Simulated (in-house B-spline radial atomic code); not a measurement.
Lu²⁺. Computed with a B-spline radial atomic code. Model: non-relativistic spherical atom: semilocal Troullier-Martins pseudo-atom, one channel per l, against all electrons, high spin, G0W0 and RPA with empty states to l = 8, local potential for every l without a channel, a model core (radius 0 = none) keeps its share of the functional.

Without relativity these are model numbers for so heavy an element.

What the tables leave out is listed at the end.

The pseudopotential gives back the lowest level of each angular momentum of its own functional in the configuration it was made in; a second state of the same l is only approximately right. Exact exchange, RPA and GW see the smooth pseudo-orbitals and miss the exchange with the core, for which the functional's share stands in. The column with an uncorrelated core keeps all orbitals and exact exchange, and so separates missing core correlation from pseudisation. Only the three outermost levels and the lowest empty one were computed. RPA here is direct RPA, with no exchange kernel, and its energies carry an (l + 1/2)⁻⁴ tail. A hybrid on a potential with a model core restores only its own semilocal share of the core's exchange.

Command:
```bash
python run_psgw.py task.json out
```
Settings (lengths in bohr, energies in hartree):
```
Z                      71
electrons              69
configuration          [Xe] 4f14 6s1
generated_in           [Xe] 4f14 5d1 6s2
functional             lda,vwn
core_shells            10
radius_factor          1
core_correction        True
ion_configuration      [Xe] 4f14
```

Time taken, with all properties: 76 s on 1 thread of Arm Neoverse N1 (shared host).

Given: made with LDA VWN5; model core radius 0.684 bohr; local radius 1.552 bohr; mean-field start PBE0.

Valence shells of the generating configuration: 5p, 4f, 6s, 5d.

Channel: s 3.309, p 1.242, d 1.788, f 1.554 (radii in bohr).

Computed: largest level miss in the spin-unpolarised generating configuration 0 eV; valence RPA correlation energy all-electron orbitals -1.5663 hartree; all-electron RPA polarisability, core included 26.066 bohr³; pseudo-atom RPA polarisability 23.972 bohr³; ionisation by mean-field all-electron 19.621 eV; ionisation by mean-field pseudo minus all 0.357 eV; ionisation by RPA all-electron 20.126 eV.

```
        level  occupied  mean-field all-electron (eV)  mean-field pseudo minus all (eV)  G0W0 all-electron (eV)  G0W0 uncorrelated core minus all (eV)  G0W0 pseudo minus all (eV)  exchange self-energy all-electron (eV)  exchange self-energy pseudo (eV)
        6s up         1                       -17.402                            -0.281                 -20.135                                 -0.002                      -0.625                                 -9.8042                           -9.9269
      4f down         1                        -36.26                             3.213                  -42.28                                 -0.305                       8.576                                 -80.663                           -42.187
        4f up         ?                             ?                                 ?                       ?                                      ?                           ?                                       ?                                 ?
5d up (empty)         0                       -16.678                            -0.132                 -13.617                                  0.099                       0.317                                 -8.8633                           -7.5401
```

(1) What belongs in the row 4f up?

(2) What is the valence RPA correlation energy pseudo?

(3) What is the ionisation by RPA pseudo minus all?

## Answers

(1) occupied: 1; mean-field all-electron (eV): -36.29; mean-field pseudo minus all (eV): 3.238; G0W0 all-electron (eV): -42.305; G0W0 uncorrelated core minus all (eV): -0.305; G0W0 pseudo minus all (eV): 8.609; exchange self-energy all-electron (eV): -80.639; exchange self-energy pseudo (eV): -42.155.

(2) -2.3429 hartree.

(3) 0.735 eV.

Among the listed levels the largest G0W0 shift of the pseudo-atom is +8.61 eV, for 4f up on the PBE0 start, while leaving the core uncorrelated moves that level by -0.30 eV. So pseudisation and the lost core exchange, not the missing core correlation, make the error. Not in the tables (levels of low weight, unsolved or above zero; the highest and the empty levels are kept at any weight): the LDA start was refused, since an empty level lay at or below an occupied one; no Hartree-Fock pseudo-atom is run with a model core.
